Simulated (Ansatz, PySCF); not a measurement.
This triplet is an excited state, 2.40 eV above the relaxed singlet at the level frozen-core CCSD(T)/cc-pVTZ // PBE0-D3(BJ)/def2-TZVP (Ansatz, an electronic-structure program).

Z-matrix (Å, degrees):
```
C
N 1 1.3765
H 2 1.0085 1 114.10
H 2 1.0176 3 110.65 1 -133.05
N 1 1.3765 2 123.60 3 147.45
H 5 1.0085 1 114.10 2 147.45
H 5 1.0176 6 110.65 1 -133.05
```
Charge 0, spin multiplicity 3.

Question: Predict the total energy, dipole moment and highest occupied spin orbital from PBE0-D3(BJ)/def2-TZVP run with PySCF 2.14.0.

Answer: 
| Quantity | Result |
|---|---|
| total energy | -149.7766 Ha |
| dipole moment | 0.09 D |
| highest occupied spin orbital | -4.39 eV |
